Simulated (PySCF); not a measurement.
One of the candidates below gave these computed data.

All candidates are C5H7O2P.

- 13C NMR: chemical shifts (computed TMS as zero) by class: 156.7 (1 C), 131.1 (1 C), 93.6 (1 C), 85.1 (1 C), 23.4 (1 C) ppm [GIAO PBE0/pcSseg-1]
- UV, strongest line: among the 8 lowest singlet transitions: S5 at 6.94 eV (179 nm, f = 0.387) [TDDFT CAM-B3LYP/def2-SVPD]
- UV, first state: lowest singlet excitation: 6.06 eV (204 nm, f = 0.002) [TDDFT CAM-B3LYP/def2-SVPD]
- NMR, other nuclei: isotropic shieldings of nuclei other than C and H, by class: 192 (1 O), 215 (1 O), 323 (1 P) ppm [GIAO PBE0/pcSseg-1]
- Rotational structure: rotational constants A, B, C: 2.613, 1.097, 0.946 GHz [GFN2-xTB]
- Dipole: 2.94 D [CAM-B3LYP/def2-SVPD]
- 1H NMR: chemical shifts (computed TMS as zero) by class: 7.04 (1 H), 5.98 (1 H), 2.77 (1 H), 2.22 (1 H), 2.09 (3 H) ppm [GIAO PBE0/pcSseg-1]
- Polarisability: 87.5 au [CAM-B3LYP/def2-SVPD]
- Triplet: lowest triplet excitation (Tamm–Dancoff): 4.36 eV [TDA CAM-B3LYP/def2-SVPD]

Electronic properties: PySCF, gas phase, density fitting. Levels stand in brackets. The structure is a single GFN2-xTB conformer in the gas phase; no vibrational or solvent corrections. Each NMR value is the plain mean over a class of atoms that symmetry, rotation or inversion makes alike.

Problem. Which candidate is it?
A. `C#C[P@](=O)(O)/C=C/C`
B. `OCPc1ccoc1`
C. `COc1cpc(C)o1`

Solution. A. It is `C#C[P@](=O)(O)/C=C/C`. Numbering: `[CH:1]#[C:2][P@:3](=[O:4])([OH:5])/[CH:6]=[CH:7]/[CH3:8]`. 5 carbons fall into 5 classes; from least to most shielded: alkene CH carbon [C7] (156.7 ppm), alkene CH carbon [C6] (131.1 ppm), terminal alkyne carbon [C1] (93.6 ppm), alkyne carbon [C2] (85.1 ppm), allylic carbon [C8] (23.4 ppm). Hydrogen classes from least to most shielded: 1 H on an alkene CH carbon, C7 (7.04 ppm), 1 H on an alkene CH carbon, C6 (5.98 ppm), 1 H on a hydroxyl oxygen, O5 (2.77 ppm), 1 H on a terminal alkyne carbon, C1 (2.22 ppm), 3 H on an allylic carbon, C8 (2.09 ppm). The other shieldings belong to: 192 ppm, phosphoryl oxygen [O4]; 215 ppm, hydroxyl oxygen [O5]; 323 ppm, phosphoryl phosphorus [P3]. The optimised geometry has point group C1 and is an asymmetric top.

The others, at the same levels:
- `OCPc1ccoc1` fails: its computed 13C shifts are 151.0 (1 C), 150.5 (1 C), 121.2 (1 C), 120.9 (1 C), 63.7 (1 C) ppm, 1H shifts are 7.68 (1 H), 7.59 (1 H), 6.77 (1 H), 4.03 (1 H), 4.01 (2 H), 1.47 (1 H) ppm and rotational constant A is 3.306 GHz (against 2.613 GHz).
- `COc1cpc(C)o1` fails: its computed 13C shifts are 192.9 (1 C), 170.8 (1 C), 98.1 (1 C), 56.6 (1 C), 21.8 (1 C) ppm, 1H shifts are 5.71 (1 H), 4.06 (3 H), 2.69 (3 H) ppm and rotational constant A is 3.226 GHz (against 2.613 GHz).

Each candidate is one conformer, not necessarily the lowest. Dipoles, sizes and rotational constants follow the conformer. The torsions of the flexible species, by atom-mapped SMILES:
- `[CH:1]#[C:2][P@:3](=[O:4])([OH:5])/[CH:6]=[CH:7]/[CH3:8]`: C2–P3–C6–C7 -123°, H–O5–P3–C2 113°
- `[OH:1][CH2:2][PH:3][c:4]1[cH:5][cH:6][o:7][cH:8]1`: O1–C2–P3–C4 -55°, C2–P3–C4–C5 -86°, H–O1–C2–P3 59°
- `[CH3:1][O:2][c:3]1[cH:4][p:5][c:6]([CH3:7])[o:8]1`: C1–O2–C3–C4 180°
